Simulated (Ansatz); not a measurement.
C2H10AsGa (`[CH3][GaH-]([CH3])[AsH3+]`), relaxed with RKS PBE-D4/def2-SVP in the Gaussian-basis code of Ansatz from a rough embedded geometry. The force threshold is 0.03 eV/Å; the program also tests the step.

Charge 0, multiplicity 1.

Start:

```xyz
14

C     0.173    0.406   -1.851
Ga    0.452   -0.398   -0.102
C    -1.094   -1.549    0.303
As    0.530    1.364    1.585
H    -0.741    1.021   -1.924
H     0.120   -0.417   -2.681
H     1.044    1.040   -2.138
H     1.761   -1.293   -0.077
H    -1.174   -2.419   -0.423
H    -0.968   -2.031    1.343
H    -2.023   -0.972    0.315
H     1.969    1.271    2.297
H    -0.541    1.224    2.539
H     0.493    2.753    0.814
```

(1) How much energy does the relaxation release, and in how many steps? (Best estimate.)

(2) Which bonds change most? (An estimate is asked.)

(3) Give the relaxed structure. (Estimate.)

## Answers

(1) Computed: 1.11 eV, in 5 steps.

(2) Ansatz gave: Ga2–As4 from 2.440 to 2.747 Å; As4–H13 from 1.441 to 1.530 Å; As4–H12 from 1.608 to 1.529 Å; C1–H6 from 1.169 to 1.111 Å.

(3) The calculation gave: 
```xyz
14

C     0.220    0.431   -1.990
Ga    0.445   -0.728   -0.376
C    -1.156   -1.668    0.365
As    0.592    1.289    1.483
H    -0.718    1.022   -1.953
H     0.163   -0.220   -2.888
H     1.072    1.124   -2.141
H     1.897   -1.283   -0.024
H    -1.367   -2.557   -0.267
H    -0.998   -2.032    1.400
H    -2.062   -1.029    0.346
H     1.819    1.469    2.378
H    -0.427    1.427    2.616
H     0.518    2.756    1.053
```
